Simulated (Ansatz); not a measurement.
Harmonic frequencies (cm⁻¹) at PBE0-D4/def2-TZVP from Ansatz: 70, 242, 258, 455, 494, 1775.

Problem. Which molecule is it?
A. `F[B]S`•
B. `[Br][SnH][Br]`•
C. `[O]B(F)F`•
D. `F[CH]F`•

Solution. B.
